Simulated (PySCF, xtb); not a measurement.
Si(F)(Me)2(Cl) (C2H6ClFSi), SMILES C[Si](C)(F)Cl.

Harmonic wavenumbers (cm⁻¹) from GFN2-xTB run with xtb at its own minimum, in rising order: 80, 92, 142, 147, 190, 211, 230, 471, 691, 770, 776, 808, 841, 856, 870, 1379, 1381, 1469, 1470, 1473, 1474, 3034, 3037, 3045, 3048, 3051, 3053.

Problem. What does PBE-D3(BJ)/def2-SVP run with PySCF 2.14.0 give at its own minimum? (An estimate is asked for; the answer gives what the named calculation found.)

Solution. 138, 150, 170, 175, 221, 254, 271, 497, 657, 676, 724, 770, 794, 827, 901, 1223, 1226, 1371, 1372, 1380, 1384, 2980, 2982, 3081, 3082, 3090, 3090. Paired by order, the mean absolute difference is 59 cm⁻¹ and the zero-point energies are 48.7 and 47.9 kcal/mol.
